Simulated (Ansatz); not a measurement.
Two isomers of CH7AlOSi: A = `O[CH]([AlH2])[SiH3]`, B = `CO[SiH2][AlH2]`.

Calculated with Ansatz (gas phase, PBE0-D4/def2-TZVP geometries, no zero-point term in ΔE). CCSD(T)/CBS adds triple-zeta CCSD(T) − MP2 to the extrapolated MP2 energy (def2 sets, frozen cores). Functionals use def2-TZVPP. B3LYP here is the variant with VWN-RPA as its local correlation; programs differ in this. One conformer a species, not always the lowest.

Problem. Which is lower in electronic energy at CCSD(T)/CBS, and by how much? (Best estimate.)

Solution. Computed: B, by 108.1 kJ/mol.

Problem. Give E(B) − E(A) in kJ/mol with B3LYP, CCSD/def2-TZVPP, MP2/def2-TZVPP, CCSD(T)/def2-SVP, PBE-D4, HF/def2-TZVPP, B3LYP-D4. (Best estimate.)

Solution. Ansatz gave: B3LYP -114.3, CCSD/def2-TZVPP -114.3, MP2/def2-TZVPP -106.2, CCSD(T)/def2-SVP -106.6, PBE-D4 -102.6, HF/def2-TZVPP -133.8, B3LYP-D4 -110.3. None reverses the order clearly.

Problem. Does the order hold for the free energy at 298.15 K (harmonic terms from PBE0-D4)? (Estimate.)

Solution. The calculation gave: Yes: G(B) − G(A) = -100.4 kJ/mol, for one conformer each.

Largest T1 diagnostic: 0.012.

From BLYP to BHLYP (50 % exact exchange), in def2-TZVPP and without D4, E(B) − E(A) moves by −9.9 kJ/mol. In def2-TZVPP, CCSD(T) changes the Hartree–Fock value by +23.4 kJ/mol (the triples alone add +3.9 kJ/mol) and MP2 by +27.6 kJ/mol.
